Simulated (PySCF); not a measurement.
**Working out the ionisation energy of Mo⁺**

Mo⁺ [Kr] 4d5 (6S) → Mo²⁺ [Kr] 4d4 (5D). All numbers are calculated (PySCF 2.14, scalar relativity by spin-free X2C-1e, in x2c-TZVPPall). Frozen: [Ar] 3d10. Energies in hartree (1 hartree = 27.21139 eV):

```csv
part,Mo⁺ (lower),Mo²⁺ (upper)
UHF,-4045.963138,-4045.408854
CCSD correlation,-0.337395,-0.305317
(T),-0.008304,-0.006459
```

**Question.** What does Hartree-Fock give?

**Answer.** (-4045.408854) − (-4045.963138) = 0.554284 hartree = 15.083 eV.

**Question.** What do CCSD and CCSD(T) give?

**Answer.** The CCSD correlation energies differ by 0.032078 hartree = 0.873 eV and the triples by 0.001845 hartree = 0.050 eV, so CCSD gives 15.956 eV and CCSD(T) 16.006 eV.

Reference: 16.16 ± 0.12 eV (semi-empirical (NIST evaluation); NIST Atomic Spectra Database, ionization energies), between the lowest levels; spin-orbit coupling is absent from the calculation.

What remains against the reference includes basis incompleteness, the frozen core and higher excitations.
